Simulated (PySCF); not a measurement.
2-fluoropent-1-en-3-yne (C5H5F), SMILES C=C(F)C#CC.

Geometry: B3LYP-D3(BJ)/def2-SVP.

Computed with TDDFT-PBE/def2-SVPD (PySCF 2.14.0).

Vertical excitations. Isolated molecule, no solvent.

Q: Estimate the UV-visible absorptions. (An estimate is asked for; the answer gives what the named calculation found.)

A: 
```
state  energy (eV)  λ (nm)      f                                                main pairs
-----  -----------  ------  -----  --------------------------------------------------------
S1            5.13     242  0.000                                          HOMO−1→LUMO 98 %
S2            5.34     232  0.305                                            HOMO→LUMO 83 %
S3            5.39     230  0.000                                          HOMO→LUMO+1 98 %
S4            5.84     212  0.000                                         HOMO→LUMO+2 100 %
S5            6.46     192  0.090                                          HOMO−2→LUMO 74 %
S6            6.54     190  0.005                                         HOMO→LUMO+3 100 %
S7            6.81     182  0.005                                        HOMO−1→LUMO+2 96 %
S8            7.22     172  0.002                                        HOMO−2→LUMO+1 99 %
S9            7.30     170  0.314  HOMO−1→LUMO+1 43 %, HOMO→LUMO+5 29 %, HOMO−1→LUMO+3 14 %
S10           7.38     168  0.017                                          HOMO→LUMO+4 94 %
T1            3.39     365      0                                            HOMO→LUMO 98 %
T2            4.80     258      0                        HOMO−1→LUMO 78 %, HOMO→LUMO+1 20 %
T3            5.21     238      0                        HOMO→LUMO+1 79 %, HOMO−1→LUMO 21 %
T4            5.24     237      0                      HOMO−2→LUMO 50 %, HOMO−1→LUMO+1 44 %
```
Triplets are in the Tamm–Dancoff approximation, which puts them higher than full response would, so one can lie above its singlet here.
